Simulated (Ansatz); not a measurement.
Which is lower?

Two relaxed structures of AlH3TeO, closed shell (PBE0-D4/def2-TZVP; forces vanish, vibrations not checked).

A:

| atom | x (Å) | y (Å) | z (Å) |
| --- | --- | --- | --- |
| O1 | -0.7091 | -0.9287 | -0.8491 |
| Al2 | 0.0333 | 0.8033 | -0.2976 |
| Te3 | 1.4553 | 0.1853 | 1.4884 |
| H4 | -1.6244 | -1.1416 | -1.0701 |
| H5 | -0.7157 | 1.7804 | -1.2846 |
| H6 | -0.3680 | -1.5185 | -0.1477 |

B:

```xyz
6
angstrom
O -0.3790 1.3827 -0.9837
Al -0.2594 -0.1272 -0.2271
Te 1.4334 -0.2184 1.6368
H -1.1378 -1.3671 -0.6592
H -0.9754 1.5728 -1.7058
H 1.0412 -1.8119 1.8767
```

Ansatz 0.2.0; basis: def2-TZVPP; cores frozen in the correlated methods. Filled d shells of the heavier atoms are correlated. Core potentials replace the inner electrons of the atoms past krypton. The def2 sets are not built for correlating such inner shells, so the correlated values are less sure here. B3LYP uses VWN-RPA correlation.

**Question.** Which structure is lower at CCSD(T), and by how much? (Judge from chemistry; the value comes from the calculation.)

**Answer.** By the calculation: B, by 89.3 kJ/mol (electronic energy, against the other). By their contacts, A is AlH₃TeO ([OH2][AlH][Te]) and B is AlH₃TeO ([OH][AlH][TeH]).

All methods give the same order:

```csv
method,E(B) − E(A) (kJ/mol)
PBE-D4,-77.4
r2SCAN-D4,-84.9
PBE0-D4,-79.5
B3LYP-D4,-89.7
wB97M-V,-87.3
HF,-95.2
MP2,-83.6
CCSD,-94.0
CCSD(T),-89.3
```

No T1 diagnostic of these runs exceeds 0.013.

Labels in which every atom is bracketed show which atoms are joined, not bond orders.

For scale, one of the runs: CCSD(T)/def2-TZVPP, 165 basis functions, launched by `ansatz run in.yaml --threads 2 --pin off --events-out ev --progress --plain --max-ram 4352MiB`. The run took 46 s on 2 CPU threads of an Arm Neoverse V2 (shared host), with 1.4 GiB of host memory at its peak.
